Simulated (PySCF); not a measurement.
CH6BNO, SMILES NB(C)O.

The structure is a stationary point at PBE0-D3(BJ)/def2-SVP. Other conformers were not sampled.

Computed with TDA-CAM-B3LYP/def2-SVPD run with PySCF.

Vertical excitations. The molecule is in vacuum. State labels are in the subgroup Cs.

```
state  symmetry  energy (eV)  λ (nm)      f                                                               main pairs
-----  --------  -----------  ------  -----  -----------------------------------------------------------------------
S1           A"         6.77     183  0.016                                                           HOMO→LUMO 89 %
S2           A"         7.89     157  0.035                                                         HOMO→LUMO+1 77 %
S3           A'         8.07     154  0.047                                                         HOMO−1→LUMO 93 %
S4           A"         8.40     148  0.000                     HOMO→LUMO+2 44 %, HOMO→LUMO+4 36 %, HOMO→LUMO+6 12 %
S5           A'         8.79     141  0.294                                                         HOMO→LUMO+3 88 %
S6           A"         8.82     141  0.002  HOMO→LUMO+4 40 %, HOMO−2→LUMO 25 %, HOMO→LUMO+2 14 %, HOMO−2→LUMO+1 7 %
S7           A"         9.11     136  0.008                                                       HOMO−1→LUMO+3 85 %
S8           A"         9.14     136  0.000   HOMO−2→LUMO 51 %, HOMO→LUMO+2 19 %, HOMO→LUMO+4 14 %, HOMO→LUMO+1 11 %
S9           A'         9.26     134  0.017                                     HOMO−1→LUMO+1 67 %, HOMO−3→LUMO 11 %
S10          A"         9.50     130  0.014                                       HOMO→LUMO+6 68 %, HOMO→LUMO+2 19 %
T1           A"         6.52     190      0                                                           HOMO→LUMO 81 %
T2           A'         7.16     173      0                                                         HOMO→LUMO+3 83 %
T3           A"         7.64     162      0                                       HOMO→LUMO+1 66 %, HOMO−2→LUMO 13 %
T4           A'         7.85     158      0                                                         HOMO−1→LUMO 88 %
```
Triplets are in the Tamm–Dancoff approximation.
